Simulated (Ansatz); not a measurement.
`NC[SiH2]F` → `NCF` + `[SiH2]` at 700 K and 1 bar (silylene formation by 1,1-elimination).

Isolated molecules relaxed with PBE0-D4/def2-TZVP in Ansatz; ΔE leaves out vibrations. CBS: MP2 limit from def2 TZ/QZ plus the TZ coupled-cluster correction, frozen cores. This one scheme is used for every species. Each species was taken in one conformer, which may not be the lowest.

```csv
species,CCSD(T)/CBS energy (Eh),H − E (kJ/mol),S (J/(mol·K))
`NC[SiH2]F`,-485.29152,264.6,420.9
`NCF`,-194.94856,194.8,321.8
`[SiH2]`,-290.19011,56.3,240.4
```

H − E and S are ideal-gas, rigid-rotor, harmonic terms from PBE0-D4/def2-TZVP, for one conformer and one mirror image of each species. 1 Eh = 2625.50 kJ/mol, R = 8.31446 J/(mol·K).

**Question.** By hand: ΔE, ΔH, ΔS and ΔG.

**Answer.** ΔE = (-194.94856) + (-290.19011) − (-485.29152) = 0.15285 Eh = 401.3 kJ/mol. Δ(H − E) = 194.8 + 56.3 − 264.6 = -13.5, so ΔH = 387.8 kJ/mol. ΔS = 321.8 + 240.4 − 420.9 = 141.3 J/(mol·K). ΔG = 387.8 − 700 × (141.3)/1000 = 288.9 kJ/mol.

**Question.** By hand: the equilibrium constant, and the temperature at which ΔG would vanish if ΔH and ΔS stayed fixed.

**Answer.** log₁₀ K = −ΔG/(RT ln 10) = -21.6. ΔG = 0 at ΔH/ΔS = 2745 K, far beyond where these terms or the molecules hold.

The number of gas molecules changes by +1, which sets the sign of ΔS. A doubt of 5 kJ/mol in ΔE shifts log₁₀ K by 0.4 here. Other conformers and mirror images would add mixing entropy, several J/(mol·K) or more a flexible species. These are equilibria of isolated gas molecules and say nothing of rates. Largest T1 diagnostic: 0.014 (customary marks: 0.02 for closed shells, 0.045 for open ones).
